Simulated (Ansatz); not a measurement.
`C=C[CH2][Al]([Cl])[Cl]` + H₂Te → `C=CC[TeH]` + `[Cl][AlH][Cl]`  (substitution at a C–Al bond)

Gas-phase electronic energies from Ansatz, PBE0-D4/def2-TZVP geometries. CCSD(T)/CBS adds triple-zeta CCSD(T) − MP2 to the extrapolated MP2 energy (def2 sets, frozen cores). This one scheme is used for every species. DFT in def2-TZVPP. B3LYP here is the variant with VWN-RPA as its local correlation; programs differ in this. HSE06 is defined as in plane-wave codes. Elements past krypton have def2 core potentials. For Te outer-core shells are correlated without core-valence functions, which leaves a few kJ/mol of doubt a bond. Each species was taken in one conformer, which may not be the lowest.

`C=C[CH2][Al]([Cl])[Cl]`:

Z-matrix (Å, degrees):
```
C
C 1 1.486
Al 1 2.302 2 57.1
C 1 1.346 2 125.1 3 67.0
H 1 1.088 2 116.4 3 -101.9
H 2 1.090 1 113.9 3 -109.3
H 2 1.085 1 114.2 3 120.3
Cl 3 2.094 1 122.2 2 100.1
Cl 3 2.092 1 107.2 2 -118.9
H 4 1.082 1 121.0 2 -171.9
H 4 1.086 1 121.8 2 11.3
```

H₂Te:

Cartesian coordinates in Å:
```
Te -0.490 -0.223 0.561
H -0.080 1.230 -0.120
H 0.570 -1.006 -0.441
```

`C=CC[TeH]`:

```xyz
10

C    -0.572    0.762    1.469
C    -0.568    0.015    0.372
C     0.651   -0.526   -0.267
Te    1.047    0.356   -2.211
H     0.350    1.029    1.976
H    -1.495    1.136    1.894
H    -1.511   -0.226   -0.113
H     0.592   -1.598   -0.454
H     1.548   -0.322    0.319
H    -0.042   -0.625   -2.986
```

`[Cl][AlH][Cl]`:

Z-matrix (Å, degrees):
```
Al
Cl 1 2.082
Cl 1 2.082 2 118.2
H 1 1.563 2 120.9 3 180.0
```

CCSD(T)/CBS gives +34.2 kJ/mol.

Another level gave +38.6 kJ/mol. Which?
A. MP2/def2-TZVPP
B. LDA (SPW92)/def2-TZVPP
C. HSE06-D4/def2-TZVPP
D. B3LYP/def2-TZVPP

A. MP2/def2-TZVPP 38.6, HSE06-D4 46.8, B3LYP 30.4, LDA (SPW92) 55.7 kJ/mol.

Largest T1 diagnostic among the species: 0.011.

The D4 term adds +4.6 kJ/mol with B3LYP and +3.0 kJ/mol with PBE0; it sums over pairs of atoms, weighted by their polarisabilities, and B3LYP, whose exchange is more repulsive, gets the larger term. At CCSD(T), def2-SVP lies +7.7 kJ/mol from the extrapolated value and def2-TZVPP +4.2 kJ/mol. Leaving LDA and LC-ωPBE aside and taking each functional with its dispersion term where it has one, the values, not all of them listed here, spread over 21.5 kJ/mol, from BLYP-D4 to r2SCAN0-D4. LDA lies +15.3 kJ/mol from PBE without D4.
